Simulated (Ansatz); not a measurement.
## Reading a saddle point

A first-order saddle point of GeAsH7O, singlet, PBE0-D4/def2-TZVP, with one imaginary mode of 418i cm⁻¹:

| atom | x (Å) | y (Å) | z (Å) |
| --- | --- | --- | --- |
| Ge1 | -0.8561 | 0.6690 | -0.8129 |
| O2 | 0.4497 | 1.1296 | 0.5922 |
| H3 | -0.1572 | 0.6138 | -2.1645 |
| H4 | -1.8997 | -0.4029 | -0.4958 |
| H5 | -1.5302 | 2.0532 | -0.6308 |
| H6 | 0.7904 | 0.1179 | 0.6404 |
| As7 | 0.7886 | -1.7945 | -0.1750 |
| H8 | 0.0829 | 1.4470 | 1.4326 |
| H9 | 0.1585 | -2.1845 | 1.1601 |
| H10 | 2.1732 | -1.6487 | 0.4537 |

Ansatz 0.2.0; basis: def2-TZVPP and def2-QZVPP; cores frozen in the correlated methods. Filled d shells of the heavier atoms are correlated. The def2 sets are not built for correlating such inner shells, so the correlated values are less sure here. Extrapolation: Hartree–Fock as exp(−7.88 √X), correlation as X^−2.97.

(1) Which contacts change along the imaginary mode, and what lies on either side? (Judge from chemistry; the calculation decides.)

(2) Which side is lower, and how far does the saddle lie above each? (To be estimated.)

T1 diagnostic: at most 0.013.

## Answers

(1) Computed: The step is GeH₄O ([OH][GeH3]) + AsH₃ → GeAsH₅ ([GeH3][AsH2]) + H₂O, with the molecules in contact on both sides. Shortening one way: Ge1–As7, O2–H6; lengthening the same way: Ge1–O2, H6–As7.
```
   pair  one side (Å)  saddle (Å)  other side (Å)
Ge1–As7          4.06        3.03            2.42
  O2–H6          2.79        1.07            0.96
 Ge1–O2          1.79        1.97            3.27
 H6–As7          1.52        2.08            3.97
```

(2) The calculation gives: The side with Ge1–As7, O2–H6 short is lower by 0.249 eV; the saddle lies 1.901 eV above it and 1.652 eV above the other (CCSD(T) at an estimated basis limit (MP2 extrapolated from triple and quadruple zeta, plus CCSD(T) − MP2 in triple zeta); electronic energies).

Labels in which every atom is bracketed show which atoms are joined, not bond orders.

For scale, one of the runs: CCSD(T)/def2-TZVPP, 225 basis functions, launched by `ansatz run in.yaml --threads 8 --pin off --events-out ev --progress --plain --max-ram 19148MiB`. Time: 98 s of wall clock on 8 CPU threads of an Arm Neoverse V1; the host was shared. Peak host memory: 3.8 GiB.
